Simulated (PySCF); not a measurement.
## Electron correlation in Tl+ (thallium, charge +1)

[Xe] 4f14 5d10 6s2, closed-shell 1S. Computed with PySCF 2.14 in def2-TZVPPD with the def2 core potential (60 electrons), with scalar relativity through the core potential. Frozen: 5s2 5p6 5d10; 2 electrons correlated.

With two correlated electrons CCSD is exact within the correlated space (frozen core and kept virtual orbitals).

```json
{"level": "CCSD", "correlation energy (mhartree)": "-27.52"}
```

Diagnostics: T1 = 0.0036, D1 = 0.0051, largest double amplitude 0.073.

Question: Is a single reference adequate?

Answer: Mostly. T1 lies below 0.03, but a double amplitude of this size points to a near-degeneracy that CCSD handles and MP2 describes poorly.
